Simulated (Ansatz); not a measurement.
(MgS)4 cube (Mg4S4). Total charge 0; singlet. Geometry PBE0-D4/def2-SVP.

```xyz
8

Mg    0.841   -1.579    0.358
Mg    1.014    1.384    0.620
Mg   -1.627    0.022    0.824
Mg   -0.228    0.173   -1.802
S     2.088   -0.029   -1.057
S     0.292   -0.222    2.312
S    -1.301   -1.775   -0.796
S    -1.079    2.026   -0.459
```

Problem. Estimate the orbital energies around the gap (eV) in Ansatz with PBE-D4/def2-SVP, PBE-D4/def2-TZVP, r2SCAN-D4/def2-TZVP, PBE0-D4/def2-SVP, PBE0-D4/def2-TZVP.

Solution. 
| orbital | PBE-D4/def2-SVP | PBE-D4/def2-TZVP | r2SCAN-D4/def2-TZVP | PBE0-D4/def2-SVP | PBE0-D4/def2-TZVP |
| --- | --- | --- | --- | --- | --- |
| HOMO−9 | -7.49 | -7.40 | -7.61 | -8.68 | -8.58 |
| HOMO−8 | -7.49 | -7.40 | -7.61 | -8.68 | -8.58 |
| HOMO−7 | -6.96 | -6.82 | -7.09 | -8.13 | -7.97 |
| HOMO−6 | -6.96 | -6.82 | -7.09 | -8.13 | -7.97 |
| HOMO−5 | -5.91 | -5.83 | -6.06 | -6.97 | -6.88 |
| HOMO−4 | -5.91 | -5.83 | -6.06 | -6.97 | -6.88 |
| HOMO−3 | -5.91 | -5.83 | -6.06 | -6.97 | -6.88 |
| HOMO−2 | -5.84 | -5.78 | -6.01 | -6.92 | -6.85 |
| HOMO−1 | -5.84 | -5.78 | -6.01 | -6.92 | -6.85 |
| HOMO | -5.84 | -5.78 | -6.01 | -6.92 | -6.85 |
| LUMO | -3.03 | -2.95 | -2.56 | -2.37 | -2.29 |
| LUMO+1 | -1.91 | -1.91 | -1.47 | -1.22 | -1.21 |
| LUMO+2 | -1.91 | -1.91 | -1.47 | -1.22 | -1.21 |
| LUMO+3 | -1.91 | -1.91 | -1.47 | -1.22 | -1.21 |
| LUMO+4 | -0.04 | -0.10 | 0.31 | 0.61 | 0.54 |
| LUMO+5 | -0.04 | -0.10 | 0.31 | 0.61 | 0.54 |
